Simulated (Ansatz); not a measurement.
Born–Oppenheimer molecular dynamics of Cl2FHSi (5 atoms, charge 0, multiplicity 1). It starts from a relaxed structure.

The calculation used RKS B3LYP-D4/def2-SVP (Ansatz 0.2.0).

* ensemble: NVE (velocity Verlet)
* time step: 0.25 fs
* steps asked: 150
* starting velocities drawn for: 3000 K
* seed: 473107

Frames 1.25 fs apart, positions in Å.

Velocities at 12.5 fs (Å/ps):

```
Si 1.35 -4.83 -4.64
H 8.58 3.65 12.48
Cl 7.76 2.60 1.18
Cl -2.63 -2.79 0.46
F -12.02 7.31 3.14
```

```xyz
5
Properties=species:S:1:pos:R:3 time_fs=12.5 energy_less_start_eV=0.726 T=1130
Si 0.057 0.058 -0.035
H 0.240 -0.281 1.253
Cl 2.051 0.033 -0.685
Cl -0.998 1.633 -0.699
F -0.958 -1.273 -0.535
5
Properties=species:S:1:pos:R:3 time_fs=13.75 energy_less_start_eV=0.599 T=1456
Si 0.058 0.051 -0.041
H 0.251 -0.277 1.291
Cl 2.061 0.036 -0.684
Cl -1.002 1.630 -0.698
F -0.973 -1.263 -0.531
5
Properties=species:S:1:pos:R:3 time_fs=15 energy_less_start_eV=0.489 T=1739
Si 0.059 0.043 -0.049
H 0.261 -0.270 1.362
Cl 2.070 0.040 -0.683
Cl -1.005 1.627 -0.697
F -0.985 -1.252 -0.526
5
Properties=species:S:1:pos:R:3 time_fs=16.25 energy_less_start_eV=0.489 T=1740
Si 0.059 0.033 -0.058
H 0.267 -0.257 1.439
Cl 2.079 0.043 -0.681
Cl -1.008 1.624 -0.697
F -0.996 -1.238 -0.522
5
Properties=species:S:1:pos:R:3 time_fs=17.5 energy_less_start_eV=0.550 T=1582
Si 0.059 0.021 -0.065
H 0.265 -0.235 1.503
Cl 2.087 0.046 -0.680
Cl -1.011 1.622 -0.696
F -1.005 -1.224 -0.517
5
Properties=species:S:1:pos:R:3 time_fs=18.75 energy_less_start_eV=0.601 T=1451
Si 0.059 0.009 -0.072
H 0.257 -0.204 1.542
Cl 2.094 0.049 -0.679
Cl -1.014 1.619 -0.696
F -1.012 -1.208 -0.511
5
Properties=species:S:1:pos:R:3 time_fs=20 energy_less_start_eV=0.602 T=1449
Si 0.059 -0.005 -0.078
H 0.241 -0.166 1.550
Cl 2.101 0.052 -0.678
Cl -1.018 1.617 -0.695
F -1.018 -1.192 -0.506
5
Properties=species:S:1:pos:R:3 time_fs=21.25 energy_less_start_eV=0.552 T=1578
Si 0.059 -0.019 -0.083
H 0.219 -0.123 1.526
Cl 2.108 0.055 -0.677
Cl -1.020 1.615 -0.695
F -1.023 -1.175 -0.501
5
Properties=species:S:1:pos:R:3 time_fs=22.5 energy_less_start_eV=0.486 T=1747
Si 0.059 -0.033 -0.086
H 0.193 -0.077 1.472
Cl 2.113 0.058 -0.677
Cl -1.023 1.613 -0.694
F -1.027 -1.159 -0.495
5
Properties=species:S:1:pos:R:3 time_fs=23.75 energy_less_start_eV=0.474 T=1778
Si 0.059 -0.046 -0.088
H 0.163 -0.033 1.399
Cl 2.118 0.061 -0.676
Cl -1.026 1.612 -0.694
F -1.030 -1.143 -0.491
5
Properties=species:S:1:pos:R:3 time_fs=25 energy_less_start_eV=0.585 T=1492
Si 0.059 -0.059 -0.090
H 0.133 0.009 1.321
Cl 2.123 0.063 -0.675
Cl -1.028 1.610 -0.693
F -1.033 -1.128 -0.486
5
Properties=species:S:1:pos:R:3 time_fs=26.25 energy_less_start_eV=0.789 T=967
Si 0.060 -0.070 -0.092
H 0.105 0.048 1.262
Cl 2.126 0.065 -0.674
Cl -1.030 1.608 -0.693
F -1.035 -1.114 -0.482
```

Of the whole run (38 fs, mean temperature of the second half 966 K): The conserved energy stayed within 0.17 meV per atom of its start (net change 0.057 meV per atom), so the integration is sound. A run of 0.037 ps of so small a system gives no equilibrium averages.

Run time: 5 min on 1 thread of Arm Neoverse V2 (shared host), peak memory 0.14 GiB.
